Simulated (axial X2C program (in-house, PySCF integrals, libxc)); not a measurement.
## Potential curves of CuB, scalar-relativistic

All values were computed with an axial X2C code built on PySCF integrals. Spin-free means the one-electron spin-free X2C Hamiltonian. Basis: Cu dyall-cv3z [9s9p6d3f2g], B dyall-v3z [7s6p2d1f] (cores contracted in-house); Gaussian nuclei, density fitting, unrestricted open shells. Masses: Cu 62.930 u, B 11.009 u.

State: M_S = 0, Λ = 0 (closed shell). Energies in eV from the fragments at the same level (Cu + B). Fits are polynomials in 1 − R0/R over 0.85 to 1.23 times the lowest point R0.

```csv
R (Å),PBE0,CCSD
1.6669,-1.8755,
1.7436,-2.1404,-1.9159
1.8010,-2.2549,-2.0281
1.8585,-2.3146,-2.0890
1.9160,-2.3311,-2.1099
1.9831,-2.3086,-2.0954
2.0501,-2.2524,-2.0497
2.1363,-2.1455,-1.9587
2.2417,-1.9808,
2.3950,-1.7081,
```

Correlated methods: 14 electrons correlated (number of frozen shells: Cu 3 s, 2 p; B 1 s), 226 virtual spin orbitals or spinors in MP2, 90 natural virtuals in coupled cluster.

One determinant describes the state; a PBE0 search over occupations chose it and may have missed a lower one. The closed shell is kept restricted, so the energy runs too high when the bond is stretched far. Dissociation energies refer to the lowest single-determinant-based atoms at the same level and basis. CCSD ran in a truncated set of natural virtual spinors with an MP2 remainder; without triples it tends to underbind. The T1 diagnostic is large, a sign of multireference character. Coupled cluster ran on the points near the minimum only. MP2 and coupled cluster on one determinant become unreliable at the stretched end.

(1) Fit the PBE0 curve near its minimum: give the equilibrium distance, the harmonic wavenumber and the well depth.

(2) Fit the CCSD curve near its minimum: give the equilibrium distance, the harmonic wavenumber and the well depth.

## Answers

(1) At PBE0, spin-free: Re = 1.913 Å, ωe ≈ 545 cm⁻¹, De = 2.33 eV to Cu + B; Be follows as 0.492 cm⁻¹.

(2) At CCSD, spin-free: Re = 1.923 Å, ωe ≈ 513 cm⁻¹, De = 2.11 eV to Cu + B; Be follows as 0.486 cm⁻¹.
